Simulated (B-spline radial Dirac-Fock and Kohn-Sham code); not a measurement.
Z = 68 (erbium), transition energy 20 keV. Level of theory: a Dirac-Hartree-Slater potential of the neutral atom with a Latter tail (no hole, which puts coefficients of high multipoles low close above an edge), finite nucleus with surface currents; a B-spline atomic structure program. The K shell is not open to conversion at this energy. Subshells that would emit electrons below 1 keV are left out.

Question: A pure transition shows α(L) = 3.82, L1/L2 = 1.01 and L1/L3 = 0.672. What is its multipolarity?
A. M2
B. E4
C. M1
D. M3
E. E1
F. E3
G. M4
H. E2

Answer: E. For comparison, α(L), L1/L2, L1/L3 are E2 3720, 0.0151, 0.0114; E3 503000, 0.0142, 0.0107; E4 2.42e+07, 0.0107, 0.00782; M1 41.4, 10.3, 64.1; M2 7320, 17.6, 1.74; M3 1.39e+06, 19.2, 0.140; M4 1.14e+08, 17.1, 0.0369.

Values without a named source are computed, but for edge energies of neutral atoms, which are taken from tables.
